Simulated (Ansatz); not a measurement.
A nudged elastic band was laid between two geometries of Cl3HSi + ClH (7 atoms, charge 0, multiplicity 1).

Theory: Ansatz, RKS r2SCAN/def2-SVP.

```
movable images  : 6
climbing image  : no
spring          : 5.0 eV/Å²
optimiser       : quadratic models (default)
start path      : through a guess of the saddle point
force threshold : 0.05 eV/Å
iteration limit : 55
end points      : relaxed
```

Initial state:

```xyz
7
Properties=species:S:1:pos:R:3
Si -0.587 -0.519 -0.549
H 0.737 -0.435 -1.185
Cl -1.677 -2.032 -1.397
Cl -0.360 -0.947 1.461
Cl -1.607 1.242 -0.739
H 1.458 0.929 1.605
Cl 2.036 1.762 0.805
```

Final state:

```xyz
7
Properties=species:S:1:pos:R:3
Si -0.967 0.410 -0.161
H 2.294 -1.384 0.419
Cl -0.561 -0.899 -1.671
Cl -0.976 -0.583 1.621
Cl -2.797 1.257 -0.473
H 2.552 -0.672 0.385
Cl 0.456 1.872 -0.121
```

(1) What changes between the two ends?

(2) What energy profile does the band end with?

(3) What is the geometry of the highest image?

Answers

(1) Bonds broken: Si1–H2, H6–Cl7. Bonds formed: Si1–Cl7, H2–H6. Cl3HSi + ClH becomes Cl4Si + H2.

(2) The forces met the threshold. The highest image is number 4 of 0 to 7, 1.18 eV above the first end and 1.78 eV above the last; the last end lies 0.60 eV below the first. Neighbouring images differ by up to 1.2 eV, so the band resolves the path poorly. No image climbed, so the highest image needn't sit at the top of the path. A band with more images between the same ends climbed to 1.75 eV, so this one has probably stepped over the top. The orbitals stay closed-shell, which can raise the energy where a bond breaks towards radicals; this wasn't checked here.

```tsv
image	path coordinate (Å)	energy (eV)	Si1–H2 (Å)	H6–Cl7 (Å)	Si1–Cl7 (Å)
0	0.00	0.00	1.47	1.29	3.73
1	0.92	0.05	1.47	1.29	3.67
2	1.83	0.16	1.48	1.29	3.50
3	2.75	1.09	1.54	1.36	2.77
4	3.66	1.18	1.95	1.97	2.21
5	4.58	-0.03	2.68	2.34	2.07
6	5.49	-0.54	3.33	2.81	2.04
7	6.41	-0.60	3.77	3.34	2.04
```

(3) 
```xyz
7
Properties=species:S:1:pos:R:3
Si -0.427 0.063 0.013
H 1.326 -0.693 -0.397
Cl -0.732 -1.505 -1.382
Cl -0.866 -0.852 1.786
Cl -1.823 1.368 -0.720
H 1.590 -0.040 -0.025
Cl 0.932 1.659 0.724
```

Run time: 14 min on 2 threads of Intel(R) Xeon(R) Platinum 8488C (Sapphire Rapids), on a shared host, peak memory 0.19 GiB.
